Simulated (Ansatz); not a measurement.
## Abstraction of F: InHF2 + C2H3Si → InHF + C2H3FSi

Species: InHF2 `[F][InH][F]`, singlet; C2H3Si `C#C[SiH2]`, doublet; InHF `[F][InH]`, doublet; C2H3FSi `C#C[SiH2]F`, singlet. A radical takes F: the energy is the difference in strength between the In–F bond broken and the Si–F bond made.

Shapes, held fixed at every level: PBE0-D4/def2-TZVP. Programs: Ansatz 0.2.0. The zero-point and thermal change to 298 K, harmonic and unscaled (PBE0-D4/def2-TZVP), is +3.0 kJ/mol.

| level | kind | ΔH(298 K) (kJ/mol) | less CCSD(T)/def2-TZVPP |
| --- | --- | --- | --- |
| HF/def2-SVP | Hartree–Fock | -157.5 | +7.1 |
| HF/def2-TZVPP | Hartree–Fock | -171.9 | -7.3 |
| SPW92/def2-TZVPP | LDA | -159.0 | +5.6 |
| PBE0-D4/def2-TZVPP | global hybrid | -157.2 | +7.4 |
| r2SCAN0-D4/def2-TZVPP | global hybrid | -162.9 | +1.7 |
| B2PLYP/def2-TZVPP | double hybrid | -168.6 | -4.0 |
| CCSD/def2-TZVPP | coupled cluster or CI | -167.7 | -3.1 |
| CCSD(T)/def2-TZVPP | coupled cluster or CI | -164.6 | 0.0 |

The highest level, CCSD(T)/def2-TZVPP, gives ΔH(298 K) = -164.6 kJ/mol; the levels span -171.9 to -157.2. The column of differences is taken from that level and isn't an error. No measured value is set beside it here. Spin contamination: C2H3Si (⟨S²⟩ up to 0.85). Open shells run unrestricted unless RO is named. For atoms past krypton def2 sets carry core potentials with scalar relativity. Correlated rows may include outer-core shells of In, which these sets cover unevenly.
